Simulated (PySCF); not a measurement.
## Spinor energies of Pb⁶⁵⁺ (lead, charge +65)

Start: [Ne] 3s2 3p5; 3p1/2 filled at m_j = +1/2; 3p3/2 filled at m_j = -3/2, -1/2, +1/2, +3/2. Calculated with PySCF 2.14 in an uncontracted even-tempered set (17 s from 22 bohr⁻², ratio 2.4; 14 p from 29 bohr⁻², ratio 2.4; 4 d from 100 bohr⁻², ratio 2.6; 4 f from 150 bohr⁻², ratio 2.6): generalised Hartree-Fock with the X2C-1e Hamiltonian and a Gaussian nucleus; one run each with spin-orbit coupling (SO) screened by Boettger's factors, then bare. This is a chosen level, not necessarily the ground level.

```
spinor shell  electrons  ε, screened SO (eV)  ε, bare SO (eV)  weight of nominal j (bare SO)  rms radius, bare SO (bohr)
       1s1/2          2             -93811.4         -93809.9                          1.000                      0.0181
       2s1/2          2             -21121.4         -21121.1                          1.000                      0.0722
       2p1/2          2             -20504.6         -20555.1                          1.000                      0.0608
       3s1/2          2              -8337.9          -8337.8                          1.000                       0.175
       3p1/2          1              -8107.6          -8120.6                          1.000                       0.165
       3p3/2          4              -7512.4          -7508.6                          1.000                       0.179
```

Question: Where does 2p3/2 lie, and what is the 2p spin-orbit splitting (bare SO)?

Answer: At -18264.1 eV, 2291.0 eV above 2p1/2.

| quantity | screened SO | bare SO |
| --- | --- | --- |
| E (hartree) | -16054.15426 | -16055.73360 |
| M_J | 1/2 | 1/2 |
| ⟨J²⟩ | 0.750 | 0.750 |
| ⟨L²⟩ | 2.063 | 2.066 |
| ⟨S²⟩ | 0.812 | 0.816 |

Each row is a mean over spinors that exchange with the open shell spreads, by up to 25.023 eV (2p1/2).

Breit and QED terms are absent; they matter most for the inner s and p1/2 levels.

Densities and radii are taken from the X2C orbitals without a picture-change correction, which distorts them close to the nucleus.
